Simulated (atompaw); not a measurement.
Varying the PAW (atompaw) potential for nickel (Ni)

Base potential:

atompaw 4.2.0.5 input, output lines left out:

```
Ni 28
GGA-PBESOL scalarrelativistic loggrid 1500 logderivrange -10 5 376
4 4 3 0 0 0
4 0 1.5
4 1 0
3 2 8.5
0 0 0
c
c
v
v
c
v
v
v
2
1.55 1.50 1.25 0.95
n
n
y
1.95
n
bloechl sinc
3 0.5 troulliermartins
```

Cutoffs, loose and tight: the cutoffs (Ry, on a coarse ladder) from which the occupation-weighted sum of valence levels, in a spherical-Bessel basis at the reference potential, stays within 10 and 1 mRy of its value at 400 Ry. They see the waves, projectors and local potential, not the compensation charge or the core. A dash means not determined.

Cutoffs are not given where the Bessel-basis levels miss the radial ones by over 6 mRy, ghosts where they miss by over 20 mRy; a channel whose overlap is not positive is not tested.

```tsv
change	outcome	cutoff, loose	cutoff, tight	bound ghosts
base	generated	110 Ry	160 Ry	none
local potential troulliermartins scheme with l = 3 at 0.5 Ry, radius 0.66 bohr	generated, no UPF (negative core plus compensation charge)	–	–	none
local potential troulliermartins scheme with l = 3 at 0.5 Ry, radius 0.88 bohr	generated, no UPF (negative core plus compensation charge)	260 Ry	over 300 Ry	none
local potential troulliermartins scheme with l = 3 at 0.5 Ry, radius 0.96 bohr	generated	230 Ry	300 Ry	none
local potential troulliermartins scheme with l = 3 at 0.5 Ry, radius 1.04 bohr	generated	180 Ry	230 Ry	none
local potential troulliermartins scheme with l = 3 at 0.5 Ry, radius 1.12 bohr	generated	140 Ry	200 Ry	none
local potential troulliermartins scheme with l = 3 at 0.5 Ry, radius 1.24 bohr	generated	110 Ry	160 Ry	none
local potential troulliermartins scheme with l = 3 at 0.5 Ry, radius 1.34 bohr	generated	100 Ry	140 Ry	none
local potential troulliermartins scheme with l = 3 at 0.5 Ry, radius 1.42 bohr	generated	90 Ry	120 Ry	none
local potential troulliermartins scheme with l = 3 at 0.5 Ry, radius 1.48 bohr	failed: atompaw: terminating projector 1000	–	–	–
```

Q: What comes out with this change to the base: local potential troulliermartins scheme with l = 3 at 0.5 Ry, radius 0.78 bohr?

A: outcome: generated, no UPF (negative core plus compensation charge); cutoff, loose: over 300 Ry; cutoff, tight: over 300 Ry; bound ghosts: none.

Reading the sweep of the r_vloc (base included, trends over the rows without a ghost): The loose cutoff falls from 260 Ry at 0.88 to 90 Ry at 1.42 bohr. The generation fails at 1.48 bohr.
